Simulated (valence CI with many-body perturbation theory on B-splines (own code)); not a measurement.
Nb XXIX: electric-dipole lines

Calculated by configuration interaction combined with many-body perturbation theory (CI+MBPT): three valence electrons over a frozen Dirac-Fock core [Ne], a basis of 11 s, 11 p, 9 d, 7 f, 5 g, 2 h, 1 i functions for each j, with the one-electron correlation potential Σ1 (screened to all orders), the two-electron term Σ2, the three-electron term Σ3, Breit, model QED; selected single and double excitations, second order for the rest (own B-spline code, finite nucleus).

No measured spectrum was set against this ion. As an estimate, large intervals hold to a few tenths of a per cent, small ones and those within an open d or f shell to about a per cent.

Lines 201 to 250 of 280 in falling wavelength, among levels below 321.01 eV, chosen from the strongest by gf and those to the six lowest levels. Wavelengths and rates use the calculated energies. Electric multipoles are in the length gauge, E1 and E2 with the static RPA response of the core. Weak lines are less certain than strong ones. Lines between different terms over intervals too small for the method are left out, as are lines whose strength nearly cancels. Where a level lies close to another of its J and parity, the split of strength between their lines is uncertain. The highest levels of a list are the least certain.

Names give the largest LS component (configuration and term), which can be under half, so a name can repeat, a term be missing and a line seem to break the LS rules; names also repeat where a configuration has a term twice. Letters in brackets count levels of one name in rising energy.

| λ vac (Å) | Upper | Lower | A (s⁻¹) | S (a.u.) with core polarisation | S without |
| --- | --- | --- | --- | --- | --- |
| 96.65 | 3s.3p.3d 2D°_3/2 [a] | 3s.3p2 4P_3/2 | 4.47e+10 | 7.96e-02 | 8.16e-02 |
| 96.32 | 3s.3p.3d 4D°_3/2 | 3s.3p2 4P_1/2 | 8.26e+10 | 1.46e-01 | 1.49e-01 |
| 96.19 | 3p2.3d 4P_1/2 | 3p3 2D°_3/2 | 8.35e+10 | 7.34e-02 | 7.52e-02 |
| 96.17 | 3s.3p.3d 2D°_3/2 [b] | 3s.3p2 2D_3/2 | 1.86e+10 | 3.26e-02 | 3.34e-02 |
| 96.06 | 3s.3p.3d 4D°_1/2 | 3s.3p2 4P_1/2 | 1.09e+11 | 9.49e-02 | 9.73e-02 |
| 95.50 | 3s.3p.3d 2P°_1/2 [a] | 3s.3p2 2P_1/2 | 3.18e+10 | 2.73e-02 | 2.80e-02 |
| 94.92 | 3s.3d2 4F_5/2 | 3s.3p.3d 4F°_5/2 | 5.30e+10 | 1.34e-01 | 1.38e-01 |
| 94.80 | 3s.3d2 4F_3/2 | 3p3 4S°_3/2 | 2.26e+10 | 3.81e-02 | 3.90e-02 |
| 94.75 | 3p2.3d 4P_3/2 [b] | 3s.3p.3d 4F°_3/2 | 3.27e+10 | 5.49e-02 | 5.62e-02 |
| 94.69 | 3s.3p.3d 4D°_5/2 | 3s.3p2 4P_3/2 | 3.28e+10 | 8.24e-02 | 8.44e-02 |
| 94.51 | 3p2.3d 4P_5/2 | 3p3 2D°_5/2 | 4.75e+10 | 1.19e-01 | 1.22e-01 |
| 94.40 | 3s.3p.3d 4P°_1/2 | 3s.3p2 4P_3/2 | 7.98e+10 | 6.63e-02 | 6.79e-02 |
| 94.24 | 3s.3p.3d 2D°_5/2 [a] | 3s.3p2 4P_5/2 | 2.29e+09 | 5.66e-03 | 5.82e-03 |
| 93.97 | 3p3 2P°_1/2 | 3s.3p2 4P_1/2 | 5.87e+09 | 4.81e-03 | 4.93e-03 |
| 93.86 | 3s.3p.3d 4P°_3/2 | 3s.3p2 4P_3/2 | 3.04e+10 | 4.96e-02 | 5.08e-02 |
| 92.73 | 3s.3p.3d 2P°_1/2 [b] | 3s.3p2 2P_1/2 | 4.97e+10 | 3.91e-02 | 4.01e-02 |
| 91.73 | 3s.3d2 4F_3/2 | 3s.3p.3d 4F°_3/2 | 4.14e+10 | 6.31e-02 | 6.47e-02 |
| 91.68 | 3s2.3d 2D_3/2 | 3s2.3p 2P°_1/2 | 4.93e+10 | 7.50e-02 | 7.69e-02 |
| 91.60 | 3p2.3d 2F_7/2 [b] | 3s.3p.3d 4F°_5/2 | 2.35e+10 | 7.14e-02 | 7.32e-02 |
| 89.80 | 3s.3p.3d 2D°_5/2 [a] | 3s.3p2 4P_3/2 | 1.42e+09 | 3.05e-03 | 3.12e-03 |
| 89.33 | 3s.3p.3d 2F°_5/2 [b] | 3s.3p2 2D_3/2 | 6.11e+10 | 1.29e-01 | 1.32e-01 |
| 89.08 | 3s.3p.3d 2P°_1/2 [a] | 3s.3p2 2D_3/2 | 1.78e+09 | 1.24e-03 | 1.28e-03 |
| 89.00 | 3p2.3d 2D_5/2 [b] | 3p3 2D°_3/2 | 4.53e+10 | 9.45e-02 | 9.68e-02 |
| 88.52 | 3s.3p.3d 2F°_7/2 [a] | 3s.3p2 4P_5/2 | 1.83e+10 | 5.02e-02 | 5.15e-02 |
| 88.48 | 3s.3p.3d 2D°_3/2 [b] | 3s.3p2 4P_5/2 | 2.45e+08 | 3.35e-04 | 3.43e-04 |
| 87.91 | 3p2.3d 2F_7/2 [b] | 3p3 2D°_5/2 | 2.83e+10 | 7.59e-02 | 7.77e-02 |
| 87.22 | 3s.3p.3d 2D°_3/2 [a] | 3s.3p2 4P_1/2 | 1.73e+09 | 2.27e-03 | 2.32e-03 |
| 86.67 | 3s.3p.3d 2P°_1/2 [b] | 3s.3p2 2D_3/2 | 2.42e+09 | 1.55e-03 | 1.59e-03 |
| 85.38 | 3s.3p.3d 4P°_1/2 | 3s.3p2 4P_1/2 | 1.37e+08 | 8.44e-05 | 8.65e-05 |
| 85.08 | 3s.3p.3d 2P°_3/2 [a] | 3s.3p2 4P_1/2 | 1.02e+10 | 1.24e-02 | 1.27e-02 |
| 84.96 | 3s.3p.3d 2P°_3/2 [b] | 3s.3p2 2D_3/2 | 8.19e+07 | 9.91e-05 | 1.01e-04 |
| 84.94 | 3s.3p.3d 4P°_3/2 | 3s.3p2 4P_1/2 | 8.35e+08 | 1.01e-03 | 1.04e-03 |
| 84.55 | 3s.3p.3d 2D°_3/2 [b] | 3s.3p2 4P_3/2 | 5.72e+06 | 6.82e-06 | 6.98e-06 |
| 84.41 | 3s.3p.3d 2D°_5/2 [b] | 3s.3p2 2D_3/2 | 1.82e+08 | 3.24e-04 | 3.36e-04 |
| 83.65 | 3s.3p.3d 2P°_3/2 [c] | 3s.3p2 2D_3/2 | 4.70e+09 | 5.43e-03 | 5.57e-03 |
| 82.93 | 3s.3p.3d 2F°_7/2 [b] | 3s.3p2 4P_5/2 | 6.55e+09 | 1.48e-02 | 1.51e-02 |
| 82.66 | 3s.3p.3d 2F°_5/2 [b] | 3s.3p2 4P_5/2 | 7.53e+07 | 1.26e-04 | 1.30e-04 |
| 79.22 | 3s.3p.3d 2F°_5/2 [b] | 3s.3p2 4P_3/2 | 1.35e+08 | 1.99e-04 | 2.04e-04 |
| 79.03 | 3s.3p.3d 2P°_1/2 [a] | 3s.3p2 4P_3/2 | 1.29e+08 | 6.29e-05 | 6.45e-05 |
| 78.90 | 3s.3p.3d 2P°_3/2 [b] | 3s.3p2 4P_5/2 | 4.59e+08 | 4.45e-04 | 4.57e-04 |
| 78.43 | 3s.3p.3d 2D°_5/2 [b] | 3s.3p2 4P_5/2 | 1.80e+09 | 2.57e-03 | 2.64e-03 |
| 77.77 | 3s.3p.3d 2P°_3/2 [c] | 3s.3p2 4P_5/2 | 7.70e+08 | 7.15e-04 | 7.33e-04 |
| 77.25 | 3s.3p.3d 2D°_3/2 [b] | 3s.3p2 4P_1/2 | 3.64e+09 | 3.31e-03 | 3.40e-03 |
| 77.12 | 3s.3p.3d 2P°_1/2 [b] | 3s.3p2 4P_3/2 | 1.42e+08 | 6.43e-05 | 6.60e-05 |
| 75.77 | 3s.3p.3d 2P°_3/2 [b] | 3s.3p2 4P_3/2 | 4.94e+08 | 4.24e-04 | 4.35e-04 |
| 75.33 | 3s.3p.3d 2D°_5/2 [b] | 3s.3p2 4P_3/2 | 9.73e+08 | 1.23e-03 | 1.26e-03 |
| 74.72 | 3s.3p.3d 2P°_3/2 [c] | 3s.3p2 4P_3/2 | 2.57e+08 | 2.11e-04 | 2.17e-04 |
| 72.61 | 3s.3p.3d 2P°_1/2 [a] | 3s.3p2 4P_1/2 | 1.18e+09 | 4.46e-04 | 4.58e-04 |
| 71.00 | 3s.3p.3d 2P°_1/2 [b] | 3s.3p2 4P_1/2 | 5.48e+08 | 1.94e-04 | 1.99e-04 |
| 69.85 | 3s.3p.3d 2P°_3/2 [b] | 3s.3p2 4P_1/2 | 2.71e+08 | 1.82e-04 | 1.87e-04 |
